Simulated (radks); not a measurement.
The table gives one normalised radial function P(r) = r R(r) of Nd4.5+ in [Kr] 4d10 4f(up 1.5, down 1.5) 5s2 5p(up 2.5, down 2) (r in bohr). Method: scalar-relativistic Kohn-Sham, SCAN, spin-polarised, spherical densities, finite nucleus; meta-GGA in the generalised Kohn-Sham scheme; Fermi nuclear charge, rms radius 4.9123 fm; computed with a radial shooting solver on a logarithmic mesh with Libxc functionals.

r,P
0.0022,0.0725
0.002888,0.0884
0.003821,0.1066
0.005016,0.1250
0.006637,0.1428
0.008711,0.1553
0.01153,0.1578
0.01513,0.1432
0.02002,0.1024
0.02628,0.0323
0.03477,-0.0683
0.04563,-0.1741
0.06038,-0.2479
0.07925,-0.2283
0.1049,-0.0739
0.1376,0.1687
0.1821,0.3585
0.239,0.2913
0.3163,-0.0817
0.4151,-0.4758
0.5493,-0.4851
0.721,0.0168
0.954,0.6982
1.252,1.0071
1.657,0.8290
2.175,0.4351
2.877,0.1345
3.777,0.0232
4.997,0.0017

Which n and l does it have? It may be an empty orbital.

Answer. n = 5, l = 0: the number of nodes gives n - l - 1 = 4, the rise at small r (about r^(l+1), flatter next to the nucleus through relativity) gives l, and the extent must fit the shell. The curve is that of 5s down; the table hardly tells the two spins apart. 5s down: eigenvalue -88.523 eV, 4 radial nodes at r = 0.0290, 0.115, 0.301, 0.716 bohr, <r> = 1.41 bohr, 90 % of the charge inside 2.00 bohr.
